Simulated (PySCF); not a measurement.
## Ionisation energy of Mo¹⁹⁺ by level of theory

Mo¹⁹⁺ [Ar] 3d5 (6S) → Mo²⁰⁺ [Ar] 3d4 (5D), as a difference of total energies. All numbers are calculated (PySCF 2.14, no relativity, point nucleus, in an uncontracted even-tempered set (17 s from 1.7 bohr⁻², ratio 2.5; 11 p from 2.2 bohr⁻², ratio 2.5; 8 d from 2.2 bohr⁻², ratio 2.5; 4 f from 9.9 bohr⁻², ratio 2.7; 4 g from 15 bohr⁻², ratio 2.7)). Correlated levels: outer shells: [Ne] frozen; virtual orbitals above 40 to 60 times the deepest correlated orbital energy dropped. The calculations carry no spin-orbit coupling.

```tsv
method	ionisation energy (eV)
UHF	835.48
LDA	835.03
PBE	834.44
PBE0	835.14
r2SCAN	835.46
r2SCAN0	835.87
B2PLYP	835.35
MP2 (outer shells)	836.10
SCS-MP2 (outer shells)	835.62
```

**Question.** How much does correlation contribute at MP2 (outer shells)?

**Answer.** 836.10 − (835.48) = 0.62 eV, measured against UHF.

A first-order spin-orbit estimate (lowest level to lowest level, LS coupling) adds -2.427 eV.

All relativistic terms are absent from these numbers, so their closeness to the reference says little about the methods.

For comparison: 829 ± 4 eV (theoretical estimate listed by NIST; NIST Atomic Spectra Database, ionization energies).
